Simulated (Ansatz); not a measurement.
**How methods differ on GeH3 (SMILES [GeH3])**

The species is GeH3 (4 atoms), meant as a doublet with charge 0. As SMILES, `[GeH3]`. Geometry: optimised at B3LYP/def2-SVP.

Each level gives the adiabatic electron affinity (to the singlet anion, shapes relaxed at B3LYP/def2-SVP, no zero-point term) (eV). The values are calculated.

The electron affinity is E(neutral) − E(anion): positive where the electron is bound.

| level | kind | program | value (eV) |
| --- | --- | --- | --- |
| UHF/def2-TZVPP | Hartree–Fock | Ansatz | 0.26 |
| USVWN5/def2-TZVPP | LDA | Ansatz | 1.58 |
| UBLYP/def2-TZVPP | GGA | Ansatz | 1.36 |
| UPBE/def2-TZVPP | GGA | Ansatz | 1.39 |
| U-r2SCAN/def2-TZVPP | meta-GGA | Ansatz | 1.32 |
| UPBE0-D4/def2-TZVPP | global hybrid | Ansatz | 1.34 |
| UB2PLYP/def2-TZVPP | double hybrid | Ansatz | 1.29 |
| UMP2/def2-TZVPP | perturbation theory | Ansatz | 1.14 |

All-electron rows without a relativistic Hamiltonian named are non-relativistic. The values span 0.26 to 1.58 eV. In the correlated wave-function rows the outer d shell of Ge is correlated, in sets not made for it.
